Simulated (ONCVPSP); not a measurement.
# Bi (Z = 83): excitation energies, all-electron against ONCV

- Element: bismuth (Bi)
- Generator: ONCVPSP 4.0.1
- Type: optimised norm-conserving Vanderbilt (ONCV)
- Functional: PBE
- Relativity: scalar-relativistic
- Frozen core: [Kr] 4d10 4f14
- Valence charge: 23
- Reference configuration: 5s2 5p6 5d10 6s1 6p4
- Partial waves: 5s+6s: rc 1.55 bohr, ncon 4, nbas 9, qcut 7.5 1/bohr, 2 projectors; 5p+6p: rc 1.55 bohr, ncon 3, nbas 7, qcut 10.7 1/bohr, 2 projectors; 5d: rc 1.50 bohr, ncon 4, nbas 9, qcut 12.5 1/bohr, 2 projectors, debl 3 Ha
- Local potential: polynomial inside 1.15 bohr (lpopt 5, dvloc0 0 Ha)
- Core correction: polynomial model core, fcfact 0.3

Energies are relative to the spin-unpolarised reference configuration 5s2 5p6 5d10 6s1 6p4; without spin polarisation the order of configurations can differ from experiment.

```
valence configuration  charge  ΔE all-electron (eV)  error AE − PS (meV)
 5s2 5p6 5d10 6s2 6p3       0               -10.083                 -1.8
 5s2 5p6 5d10 6s2 6p2      +1                -2.170                 -5.2
```

**Question.** What are ΔE and the potential's error for 5s2 5p6 5d9 6s2 6p3?

**Answer.** ΔE = 23.240 eV all-electron; the error (AE − PS) is -26 meV.

**Question.** What are ΔE and the potential's error for 5s2 5p6 5d10 6s2 6p1?

**Answer.** ΔE = 13.078 eV all-electron; the error (AE − PS) is -12 meV.

Levels in the configuration 5s2 5p6 5d10 6s2 6p1:

```csv
level,all-electron (eV),pseudo (eV)
5s,-175.358,-175.298
5p,-113.419,-113.414
5d,-44.534,-44.540
6s,-30.706,-30.697
6p,-19.195,-19.194
```
